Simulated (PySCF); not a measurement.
A side-by-side comparison of computed properties.

First species: C5H12P2.
Atom-mapped SMILES: `[CH3:1][P:2]([CH2:3][PH2:4])[CH:5]1[CH2:6][CH2:7]1` (hydrogens: H8, H9, H10 on C1; H11, H12 on C3; H13, H14 on P4; H15 on C5; H16, H17 on C6; H18, H19 on C7)

Geometry (GFN2-xTB, Å), atoms numbered from 1 in this order:
```
atom  x, y, z in Å
C1     0.5302    1.8869   -0.2563
P2     0.3607    0.2513    0.5889
C3     1.5443   -0.7431   -0.4574
P4     3.3226   -0.5784    0.0572
C5    -1.1757   -0.2940   -0.2560
C6    -2.4855   -0.0386    0.4336
C7    -1.9543   -1.4300    0.3419
H8    -0.2714    2.5347    0.0944
H9     1.4815    2.3447    0.0086
H10    0.4651    1.7804   -1.3388
H11    1.4552   -0.4823   -1.5178
H12    1.2800   -1.8012   -0.3514
H13    3.3332    0.8149    0.1346
H14    3.0755   -0.6884    1.4241
H15   -1.1587   -0.2155   -1.3399
H16   -2.4624    0.4472    1.3984
H17   -3.3383    0.2329   -0.1710
H18   -1.5737   -1.8859    1.2446
H19   -2.4379   -2.1263   -0.3274
```

Second species: C7H12.
Z-matrix (Å and degrees, GFN2-xTB geometry), rows numbered from 1:
```
C 
C   1  1.5172
C   2  1.5429  1  117.42
C   3  1.5298  2  101.17  1  -175.67
C   4  1.5479  3   98.96  2   -44.93
C   5  1.5298  4   98.97  3     0.02
C   3  1.5358  2   87.44  1    83.44
H   1  1.0858  2  112.26  3   -47.82
H   1  1.0886  2  109.96  3  -168.30
H   1  1.0887  2  109.98  3    72.67
H   2  1.0933  1  108.67  3  -132.33
H   3  1.0867  2  121.80  1   -43.22
H   4  1.0895  3  112.14  2  -163.76
H   4  1.0896  3  112.20  2    73.93
H   5  1.0895  4  112.47  3  -118.54
H   5  1.0896  4  112.48  3   118.68
H   6  1.0867  2  121.79  1    43.21
H   7  1.0853  3  114.23  2   -79.77
H   7  1.0886  3  117.07  2   150.09
```

Levels: B3LYP/def2-SVPD for HOMO energy, LUMO energy, HOMO–LUMO gap and static isotropic polarisability; TDDFT B3LYP/def2-SVPD for lowest singlet excitation; TDA B3LYP/def2-SVPD for lowest triplet excitation (Tamm–Dancoff). Geometries: GFN2-xTB. All species are isolated and taken at one optimised geometry, non-relativistic unless stated. Electronic properties by PySCF.

The conformers computed, where there is a choice (atom-mapped SMILES and torsion angles):
- `[CH3:1][P:2]([CH2:3][PH2:4])[CH:5]1[CH2:6][CH2:7]1`: C1–P2–C3–P4 83°, C1–P2–C5–C6 -95°, H–P4–C3–P2 -48°, H–P4–C3–P2 44°

The conformers of `C[C@H]1[C@@H]2CC[C@H]1C2` aren't listed.

Values for the first species:

- HOMO energy: -6.55 eV
- LUMO energy: 0.18 eV
- HOMO–LUMO gap: 6.73 eV
- Lowest singlet excitation: 5.96 eV
- Lowest triplet excitation (Tamm–Dancoff): 5.28 eV
- Static isotropic polarisability: 112.5 au

Estimate the same properties for the second species, and the change in each.

```csv
property,first,second,second less first
HOMO energy,-6.55 eV,-7.90 eV,-1.35 eV
LUMO energy,0.18 eV,0.57 eV,+0.39 eV
HOMO–LUMO gap,6.73 eV,8.47 eV,+1.74 eV
lowest singlet excitation,5.96 eV,7.59 eV,+1.63 eV
lowest triplet excitation (Tamm–Dancoff),5.28 eV,7.49 eV,+2.21 eV
static isotropic polarisability,112.5 au,77.0 au,-35.5 au
```

On the first: The vertical singlet–triplet gap S1 − T1 is 0.68 eV (TDDFT singlet less Tamm–Dancoff triplet; S1: HOMO→LUMO, weight 0.96; T1: HOMO→LUMO, weight 0.60). The polarisability is 16.66 Å³ as a volume (1 au = 0.148185 Å³), or 1.56 au for each of the 72 electrons.

On the second: The vertical singlet–triplet gap S1 − T1 is 0.10 eV (TDDFT singlet less Tamm–Dancoff triplet; S1: HOMO→LUMO, weight 0.98; T1: HOMO→LUMO, weight 0.97). The principal polarisabilities are 73.1, 73.4 and 84.4 au; their mean is the isotropic value.
